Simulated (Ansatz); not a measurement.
CH₄AlNS. Total charge 0; spin multiplicity 1. The bonds changed during the relaxation, so this is another structure than the one it started from.

```xyz
8

N     0.2577    1.5156   -0.5704
C    -0.0816    0.2856   -0.2756
Al   -0.0414   -1.3851    0.7685
S    -1.1906   -0.6436   -1.1395
H     0.9292    2.0078   -0.0050
H    -0.1371    2.0062   -1.3631
H    -0.8990   -1.4109    2.1011
H     1.1627   -2.3756    0.4840
```

List the harmonic frequencies (cm⁻¹, unscaled) at PBE0-D4/def2-TZVP in Ansatz. (Best estimate.)

The calculation gave: 254, 262, 368, 406, 516, 563, 571, 585, 683, 756, 824, 1218, 1503, 1659, 1921, 1924, 3525, 3676.

Is this a minimum?

Yes, all 18 modes are real.

Give the ideal-gas thermochemistry at 298.15 K and 1 bar (rigid rotor, harmonic oscillator; point group Cs, symmetry number 1).

Zero-point energy 126.9 kJ/mol; H(298) − E = 143.7 kJ/mol; entropy 308.3 J/(mol·K), of which translation 164.9, rotation 108.6, vibration 34.8; G(298) − E = 51.8 kJ/mol.

And at 400, 500, 600, 800 and 1000 K?


| T (K) | H − E (kJ/mol) | S (J/mol/K) | G − E (kJ/mol) |
| --- | --- | --- | --- |
| 400 | 153.7 | 337.0 | 18.9 |
| 500 | 164.9 | 361.9 | -16.1 |
| 600 | 177.1 | 384.1 | -53.4 |
| 800 | 203.8 | 422.5 | -134.2 |
| 1000 | 232.8 | 454.7 | -222.0 |
